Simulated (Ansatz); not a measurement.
This geometry of BrH3Sn + H2Se (8 atoms, charge 0, multiplicity 1) is a first-order saddle point.

Method: Ansatz, RKS PBE-D4/def2-SVP.

```xyz
8
Properties=species:S:1:pos:R:3
Sn -0.520 -0.578 -0.742
Br 2.319 -0.017 -0.313
H 0.068 -2.199 -0.851
H -2.142 -0.761 -0.120
H -0.556 0.353 -2.187
H 1.236 1.150 0.684
Se -0.282 1.522 1.219
H -0.123 0.529 2.310
```

**Question.** Which two structures does it join? (They come from a converged band through this point; their orientation in space is the band's.)

**Answer.** Bonds broken: Sn1–Br2, H6–Se7. Bonds formed: Sn1–Se7, Br2–H6. BrH3Sn + H2Se becomes BrH + H4SeSn.

Initial state:

```xyz
8
Properties=species:S:1:pos:R:3
Sn -0.318 -0.964 -1.063
Br 2.088 -0.755 -0.274
H -0.288 -2.312 -2.143
H -1.270 -1.277 0.335
H -0.703 0.506 -1.867
H 1.049 1.456 1.013
Se -0.199 2.151 1.436
H -0.360 1.195 2.561
```

Final state:

```xyz
8
Properties=species:S:1:pos:R:3
Sn -0.958 -0.484 -0.612
Br 2.995 0.475 -0.319
H 0.019 -1.867 -0.307
H -2.641 -0.858 -0.487
H -0.595 0.294 -2.102
H 1.780 0.923 0.392
Se -0.384 1.287 1.201
H -0.215 0.231 2.233
```

**Question.** How far does it lie above each of them?

**Answer.** 72.4 kJ/mol above the first and 59.7 kJ/mol above the second. This is the barrier of this one path; another mechanism may lie lower. The orbitals stay closed-shell, which can raise the energy where a bond breaks towards radicals; this wasn't checked here.

The run took 2.6 min on 2 threads of Arm Neoverse V1 (shared host), peak memory 0.17 GiB.
